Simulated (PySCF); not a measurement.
# SrH2: bending curve

Level of theory: PySCF, PBE0, basis Sr x2c-TZVPall, H x2c-TZVPall (spin-free X2C, no spin–orbit coupling, density fitting).

Rigid scan from the singlet minimum (Sr–H 2.153 Å (×2); H–Sr–H 125.9°). Coordinate: the H–Sr–H angle, bonds fixed. Energies in kJ/mol from the minimum.

Predict the curve at 80, 90, 100, 110, 120, 130, 140, 150, 160, 170, 180.


```json
{"bond angle (°)": "80", "E (kJ/mol)": "43.9", "dipole size (D)": "8.81"}
{"bond angle (°)": "90", "E (kJ/mol)": "25.1", "dipole size (D)": "8.34"}
{"bond angle (°)": "100", "E (kJ/mol)": "12.2", "dipole size (D)": "7.81"}
{"bond angle (°)": "110", "E (kJ/mol)": "4.3", "dipole size (D)": "7.20"}
{"bond angle (°)": "120", "E (kJ/mol)": "0.5", "dipole size (D)": "6.51"}
{"bond angle (°)": "130", "E (kJ/mol)": "0.3", "dipole size (D)": "5.71"}
{"bond angle (°)": "140", "E (kJ/mol)": "2.6", "dipole size (D)": "4.80"}
{"bond angle (°)": "150", "E (kJ/mol)": "6.4", "dipole size (D)": "3.75"}
{"bond angle (°)": "160", "E (kJ/mol)": "10.4", "dipole size (D)": "2.59"}
{"bond angle (°)": "170", "E (kJ/mol)": "13.4", "dipole size (D)": "1.32"}
{"bond angle (°)": "180", "E (kJ/mol)": "14.5", "dipole size (D)": "0.00"}
```

With the bonds held, the linear shape lies 14.5 kJ/mol from the minimum.

Other isomers or separated fragments may lie lower.
